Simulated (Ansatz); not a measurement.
Frontier orbitals of `BC(C)=S`.

```
atom   x (Å)   y (Å)   z (Å)
  B1  -0.427   0.333   1.429
  C2   0.166   0.261   0.021
  C3   0.202  -0.523  -1.216
  S4   0.917   1.649   0.431
  H5  -1.514   0.814   1.577
  H6   0.101  -0.277   2.314
  H7  -0.821  -0.629  -1.594
  H8   0.534  -1.539  -0.978
  H9   0.842  -0.089  -1.985
```

Charge 0, multiplicity 1. The geometry is a stationary point of PBE0-D4/def2-TZVP. Basis def2-TZVPP, Ansatz 0.2.0.

```tsv
functional	HOMO (eV)	LUMO (eV)
BHLYP	-8.44	-1.29
```

Problem. Give HOMO and LUMO (eV) with LDA (SPW92), PBE, revPBE, BLYP, r2SCAN, B97M-V, PBE0, B3LYP, r2SCANh, r2SCAN0, HSE06 (plane-wave form), CAM-B3LYP, LC-ωPBE, ωB97X-V, ωB97M-V, HF. (Estimate.)

Solution. Ansatz gave: 
```csv
functional,HOMO,LUMO
LDA (SPW92),-6.49,-3.52
PBE,-6.35,-3.35
revPBE,-6.29,-3.28
BLYP,-6.18,-3.18
r2SCAN,-6.54,-3.19
B97M-V,-6.61,-3.14
PBE0,-7.47,-2.42
B3LYP,-7.24,-2.60
r2SCANh,-6.97,-2.85
r2SCAN0,-7.60,-2.33
HSE06 (plane-wave form),-7.07,-2.80
CAM-B3LYP,-8.74,-1.24
LC-ωPBE,-10.09,-0.18
ωB97X-V,-9.73,-0.20
ωB97M-V,-9.60,-0.26
HF,-9.95,1.47
```

B3LYP here is the variant with VWN-RPA as its local correlation; programs differ in this. LC-ωPBE has ω = 0.4 bohr⁻¹.
